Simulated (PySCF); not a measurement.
## Assignment exercise: C5H6O2

Molfile (atoms numbered from 1):
```
C5H6O2
     RDKit          3D

 13 13  0  0  0  0  0  0  0  0999 V2000
    2.1078    0.3558    0.0631 C   0  0  0  0  0  0  0  0  0  0  0  0
    1.2627   -0.7590    0.0244 O   0  0  0  0  0  0  0  0  0  0  0  0
   -0.0582   -0.5159    0.0619 C   0  0  0  0  0  0  0  0  0  0  0  0
   -0.7457    0.7410    0.1349 C   0  0  0  0  0  0  0  0  0  0  0  0
   -2.0733    0.4226    0.1478 C   0  0  0  0  0  0  0  0  0  0  0  0
   -2.2469   -0.9042    0.0864 O   0  0  0  0  0  0  0  0  0  0  0  0
   -1.0256   -1.4849    0.0332 C   0  0  0  0  0  0  0  0  0  0  0  0
    3.1381   -0.0213    0.0304 H   0  0  0  0  0  0  0  0  0  0  0  0
    1.9466    1.0236   -0.8024 H   0  0  0  0  0  0  0  0  0  0  0  0
    1.9740    0.9410    0.9909 H   0  0  0  0  0  0  0  0  0  0  0  0
   -0.3205    1.7405    0.1737 H   0  0  0  0  0  0  0  0  0  0  0  0
   -2.9746    1.0286    0.1963 H   0  0  0  0  0  0  0  0  0  0  0  0
   -0.9844   -2.5678   -0.0192 H   0  0  0  0  0  0  0  0  0  0  0  0
  1  2  1  0
  2  3  1  0
  3  4  1  0
  4  5  2  0
  5  6  1  0
  6  7  1  0
  7  3  2  0
  1  8  1  0
  1  9  1  0
  1 10  1  0
  4 11  1  0
  5 12  1  0
  7 13  1  0
M  END
```

[PySCF 2.14: B3LYP/pcJ-1 coupling constants (without the spin–dipole term); shielding tensors at PBE0/pcSseg-1 (GIAO); PBE0-D3(BJ)/def2-SVP structure; one computed conformer; equivalent nuclei averaged; gas phase; no relativistic terms]

References, each an isolated molecule treated in the same way: ¹³C (σref 184.41), ¹H (σref 31.27) against TMS.

Problem. Assign these signals to the numbered atoms. ¹³C{¹H} NMR (computed): δ 155.1, 144.5, 128.9, 102.9, 56.2.

Solution. 
155.1 → C3, aromatic carbon bearing oxygen: an ipso carbon deshielded by its heteroatom
144.5 → C5, aromatic CH next to the ring oxygen
128.9 → C7, aromatic CH next to the ring oxygen
102.9 → C4, aromatic CH: π donation from the O or N substituent raises the electron density at positions ortho and para to it
56.2 → C1, methyl carbon bonded to O: pulled downfield by the heteroatom

Problem. Assign these signals to the numbered atoms. ¹H NMR (400 MHz, computed): δ 7.27 (d, J = 1.8 Hz, 1H), 7.16 (t, J = 2.1 Hz, 1H), 6.24 (d, J = 2.4 Hz, 1H), 3.66 (s, 3H).

Solution. 
```tsv
δ (ppm)	atoms	environment	reason
7.27	H13	hydrogen on an aromatic CH next to the ring oxygen	aromatic region
7.16	H12	hydrogen on an aromatic CH next to the ring oxygen	–
6.24	H11	hydrogen on an aromatic CH	ortho or para to a lone-pair donor, hence upfield of benzene
3.66	H8/H9/H10	hydrogen on a methyl carbon bonded to O	its carbon carries O, hence the downfield position
```

H13 and H12 lie closer than the usual error of such a calculation, so a measured spectrum could show them in the other order.

Splittings below 1 Hz are ignored in the labels, and close J values are merged. Unscaled 3J(H,H) at this level run about 9 % above measured values. Shifts are as computed. Against solution values, carbons near 30 ppm lie about +2 ppm off and those near 130 ppm about +4 ppm. Of 246 compounds with measured shifts, 49 miss one by over three times the rms of a fit or turn the order of signals round; such compounds aren't used in these exercises.
